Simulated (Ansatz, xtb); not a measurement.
## Relative energy of two isomers of C3H7NOSe

Structure X is `CNC(=O)C[SeH]`, a singlet and structure Y is `C[Se]CC(N)=O`, a singlet. Both are isolated molecules in the gas phase, relaxed with B3LYP-D3(BJ)/def2-SVP; the shapes shown needn't be the lowest conformers.

X (Å):

```yaml
atoms:
  - { symbol: C, position_ang: [0.8738, -1.5298, -0.5465] }
  - { symbol: C, position_ang: [0.4563, 0.7497, 0.2735] }
  - { symbol: C, position_ang: [0.1483, 1.6277, 1.4897] }
  - { symbol: N, position_ang: [0.6138, -0.5774, 0.5090] }
  - { symbol: O, position_ang: [0.5012, 1.2634, -0.8321] }
  - { symbol: Se, position_ang: [0.7385, 1.0097, 3.2712] }
  - { symbol: H, position_ang: [0.8904, -0.9795, -1.4966] }
  - { symbol: H, position_ang: [1.8468, -2.0315, -0.4086] }
  - { symbol: H, position_ang: [0.0880, -2.3024, -0.5965] }
  - { symbol: H, position_ang: [0.6010, -0.8847, 1.4771] }
  - { symbol: H, position_ang: [-0.9449, 1.7256, 1.5802] }
  - { symbol: H, position_ang: [0.5510, 2.6275, 1.2884] }
  - { symbol: H, position_ang: [2.1798, 1.1174, 2.9687] }
```

Y (Å):

```json
{"atom": "C", "x (Å)": "-1.0617", "y (Å)": "0.0813", "z (Å)": "-0.6011"}
{"atom": "C", "x (Å)": "1.0426", "y (Å)": "0.9632", "z (Å)": "1.2377"}
{"atom": "C", "x (Å)": "1.7702", "y (Å)": "1.7588", "z (Å)": "0.1501"}
{"atom": "N", "x (Å)": "2.3540", "y (Å)": "1.0234", "z (Å)": "-0.8326"}
{"atom": "O", "x (Å)": "1.8323", "y (Å)": "2.9722", "z (Å)": "0.2139"}
{"atom": "Se", "x (Å)": "0.1810", "y (Å)": "-0.7188", "z (Å)": "0.6893"}
{"atom": "H", "x (Å)": "-1.6564", "y (Å)": "-0.7372", "z (Å)": "-1.0289"}
{"atom": "H", "x (Å)": "-0.5005", "y (Å)": "0.5863", "z (Å)": "-1.3988"}
{"atom": "H", "x (Å)": "-1.7272", "y (Å)": "0.7924", "z (Å)": "-0.0934"}
{"atom": "H", "x (Å)": "0.3060", "y (Å)": "1.6341", "z (Å)": "1.6988"}
{"atom": "H", "x (Å)": "1.7710", "y (Å)": "0.6778", "z (Å)": "2.0135"}
{"atom": "H", "x (Å)": "2.8584", "y (Å)": "1.5076", "z (Å)": "-1.5649"}
{"atom": "H", "x (Å)": "2.2165", "y (Å)": "0.0195", "z (Å)": "-0.8778"}
```

Task: Estimate which is lower in electronic energy at CCSD(T)/def2-SVP + ΔMP2/def2-TZVPP, and by roughly how much.

Result: The CCSD(T)/def2-SVP + ΔMP2/def2-TZVPP calculation puts structure Y lower, by 6.0 kcal/mol.

Level by level:

```
                             level               geometry  E(Y) − E(X) (kcal/mol)  departure from the last row (kcal/mol)  job, with rough time for the two
             B3LYP-D3(BJ)/def2-SVP  B3LYP-D3(BJ)/def2-SVP                      −2.8                                    +3.2             optimisation, 2.5 min
                       HF/def2-SVP  B3LYP-D3(BJ)/def2-SVP                      −1.6                                    +4.4           part of the CCSD(T) run
                      MP2/def2-SVP  B3LYP-D3(BJ)/def2-SVP                      −2.7                                    +3.3           part of the CCSD(T) run
                  CCSD(T)/def2-SVP  B3LYP-D3(BJ)/def2-SVP                      −1.5                                    +4.6                      single point
CCSD(T)/def2-SVP + ΔMP2/def2-TZVPP  B3LYP-D3(BJ)/def2-SVP                      −6.0                                                        single point, 65 s
```

As drawn, Y has 1 C–Se, 1 N–H in place of 1 C–N, 1 Se–H.

None of the levels shown reverses the order. The largest departure from CCSD(T)/def2-SVP + ΔMP2/def2-TZVPP is that of CCSD(T)/def2-SVP, 4.6 kcal/mol. Levels run at GFN2-xTB geometries aren't shown. The last row adds to CCSD(T) the change of the MP2 difference between the two basis sets, here −4.6 kcal/mol, a large step that makes the value less sure.

With thermal terms from frequencies at re-optimised GFN2-xTB minima (ideal gas, soft modes damped towards free rotors, one conformer each, 298.15 K, 1 atm): the zero-point term adds +1.2 kcal/mol; ΔH is −4.7 and ΔG −4.8 kcal/mol.

The correlated steps freeze 14 core orbitals; the filled d shell of Se is correlated, in a basis made for valence electrons. Programs: Ansatz 0.2.0, xtb 6.7.1; the last row on 4 threads of Arm Neoverse V1 on a shared host.
